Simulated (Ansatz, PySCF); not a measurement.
Gas-phase reaction (SMILES): O[Si](O)(Cl)Cl + Cl (HCl) -> O[Si](Cl)(Cl)Cl [trichloro(hydroxy)silane] + O (H2O); hydrogen chloride cleaves one Si-O bond, a model of a ligand-exchange step.

Structures are relaxed separately at B3LYP-D3(BJ)/def2-TZVP in Ansatz (an electronic-structure program), one conformer each, not searched for the lowest. Valence correlation only, unless marked. No spin-orbit coupling. No relativistic terms. CBS(X,Y): correlation extrapolated as X^-3; Hartree-Fock from the larger set. Thermal terms are rigid-rotor harmonic-oscillator values from B3LYP-D3(BJ) frequencies (Ansatz or PySCF) at 298.15 K and 1 atm. 1 Eh = 627.5095 kcal/mol.

```json
[
 {"species": "O[Si](O)(Cl)Cl", "E, CCSD(T)/CBS(cc-pV(T+d)Z,cc-pV(Q+d)Z) (Ansatz) (Eh)": "-1360.39476", "E, B3LYP-D3(BJ)/def2-TZVPD (Ansatz + dftd3) (Eh)": "-1361.93192", "H - E (Eh)": "0.03995", "G - E (Eh)": "0.00022"},
 {"species": "Cl (HCl)", "E, CCSD(T)/CBS(cc-pV(T+d)Z,cc-pV(Q+d)Z) (Ansatz) (Eh)": "-460.37849", "E, B3LYP-D3(BJ)/def2-TZVPD (Ansatz + dftd3) (Eh)": "-460.83744", "H - E (Eh)": "0.01000", "G - E (Eh)": "-0.01120"},
 {"species": "O[Si](Cl)(Cl)Cl", "E, CCSD(T)/CBS(cc-pV(T+d)Z,cc-pV(Q+d)Z) (Ansatz) (Eh)": "-1744.39215", "E, B3LYP-D3(BJ)/def2-TZVPD (Ansatz + dftd3) (Eh)": "-1746.29605", "H - E (Eh)": "0.02725", "G - E (Eh)": "-0.01279"},
 {"species": "O (H2O)", "E, CCSD(T)/CBS(cc-pV(T+d)Z,cc-pV(Q+d)Z) (Ansatz) (Eh)": "-76.37426", "E, B3LYP-D3(BJ)/def2-TZVPD (Ansatz + dftd3) (Eh)": "-76.46738", "H - E (Eh)": "0.02495", "G - E (Eh)": "0.00353"}
]
```

Q: Work out ΔE and ΔH, ΔG, ΔS and the equilibrium constant at 298.15 K at the first level, then ΔH at the second.

A: 
1. ΔE = [(-1744.39215) + (-76.37426)] - [(-1360.39476) + (-460.37849)] = 0.00684 Eh = 4.3 kcal/mol at CCSD(T)/CBS(cc-pV(T+d)Z,cc-pV(Q+d)Z).
2. The terms H - E add up to 0.00225 Eh, so ΔH = (0.00684 + (0.00225))×627.5095 = 5.7 kcal/mol.
3. The terms G - E add up to 0.00172 Eh, so ΔG = 5.4 kcal/mol, and ΔS = (0.00225 - (0.00172))×627509.5/298.15 = 1.1 cal/(mol K).
4. log10 K = -ΔG/(RT ln 10) = -4.0, with RT ln 10 = 1.3642 kcal/mol.
5. At B3LYP-D3(BJ)/def2-TZVPD the same steps give ΔE = 3.7 and ΔH = 5.1 kcal/mol, a shift of -0.6 from the first level.
6. These values are not checked against measurement here, since the tables used lack a sound gas-phase enthalpy of formation for at least one species.
